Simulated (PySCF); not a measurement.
TPSS on P (phosphorus, neutral), [Ne] 3s2 3p2 3d1, one real determinant (an excited configuration). Computed with PySCF 2.14 in dyall-acv3z, with no relativity, point nucleus.

```
cycle= 1 E= -340.970727240057  delta_E= -0.00777  |g|= 0.0175  |ddm|= 0.468
cycle= 2 E= -340.970741249374  delta_E= -1.4e-05  |g|= 0.00623  |ddm|= 0.135
cycle= 3 E= -340.970750566758  delta_E= -9.32e-06  |g|= 0.00243  |ddm|= 0.0395
cycle= 4 E= -340.970751963797  delta_E= -1.4e-06  |g|= 0.000303  |ddm|= 0.00214
cycle= 5 E= -340.970751974367  delta_E= -1.06e-08  |g|= 3.07e-05  |ddm|= 0.000803
cycle= 6 E= -340.970751975154  delta_E= -7.87e-10  |g|= 2.68e-06  |ddm|= 0.000161
converged SCF energy = -340.970751975154  <S^2> = 3.7517256  2S+1 = 4.0008627
```

Highest occupied orbital energy: 0.584 eV; ⟨L²⟩ = 7.94; populations by l: s 6.01, p 8.00, d 0.99, f 0.00.

(1) Can this result be used?

## Answers

(1) Not for this state. The calculation finished and met its thresholds. ⟨L²⟩ = 7.94 against 12 for a pure F term, so this real determinant mixes terms. The outer electron is Rydberg-like, and this basis confines it to a smaller radius and binds it less than a complete one would. At TPSS the highest occupied level has a positive energy, so only the finite basis holds that electron; for this excited configuration the basis is too tight for the outer shell.
